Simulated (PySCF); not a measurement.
**Correlation energy of Te⁺ (tellurium, charge +1)**

[Kr] 4d10 5s1 5p3 5d1, high-spin 6D determinant (an excited configuration). Calculation: PySCF 2.14, in aug-cc-pwCVDZ-PP with ECP28MDF (6s5p4d1f, 48 functions); scalar relativity through the core potential. Frozen: 4s2 4p6 4d10; 5 electrons correlated.

```
  level  correlation energy (mhartree)
   CCSD                         -18.04
    (T)                          -0.09
CCSD(T)                         -18.13
```

Diagnostics: T1 = 0.0027, D1 = 0.0076, largest double amplitude 0.033.

Question: Is a single reference adequate?

Answer: Yes, within this model without spin-orbit coupling: T1 lies below 0.03 and no double amplitude reaches 0.07.
